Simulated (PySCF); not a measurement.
**Ionising TlSi**

PBE0; basis Tl def2-SVP with ECP60, Si def2-SVP; scalar-relativistic core potentials; PySCF 2.14. Neutral (UKS): quartet (σ ↑, π ↑↑), Re = 2.683 Å, ωe = 234 cm⁻¹, De = 2.22 eV, HOMO -5.34 eV, LUMO -2.49 eV.

TlSi⁺ (UKS): triplet (σ ↑, π ↑), Re = 3.215 Å, ωe = 115 cm⁻¹. The energies at the minima are -461.72876 hartree for TlSi and -461.47239 for TlSi⁺.

Task: Work out the adiabatic ionisation energy, without and with harmonic zero-point energies (1 hartree = 27.2114 eV, 1 eV = 8065.5 cm⁻¹), and the change of the bond length.

Result: At PBE0: 0.25637 hartree = 6.976 eV between the minima; the zero-point term (115.0 − 234.0)/2 cm⁻¹ = -0.007 eV makes it 6.969 eV. Re changes by +53.2 pm against the neutral. The electron leaves a π orbital, and the ion is left as a loose complex of an ion and an atom.

Spin–orbit coupling is left out, which matters for elements this heavy, above all for dissociation energies. States were picked by a PBE0 search and need not be the measured ground states.
